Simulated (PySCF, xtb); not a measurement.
InH3, SMILES [InH3].

Harmonic wavenumbers (cm⁻¹) from GFN2-xTB (xtb 6.7.1) at its own minimum, in rising order: 502, 625, 625, 1424, 1587, 1587.

### Question
What does B3LYP-D3(BJ)/def2-TZVPD (PySCF) give at its own minimum? (The exact figures need the calculation; the answer reports its results.)

### Answer
598, 598, 618, 1790, 1790, 1796. Paired by order, the mean absolute difference is 152 cm⁻¹ and the zero-point energies are 9.1 and 10.3 kcal/mol.
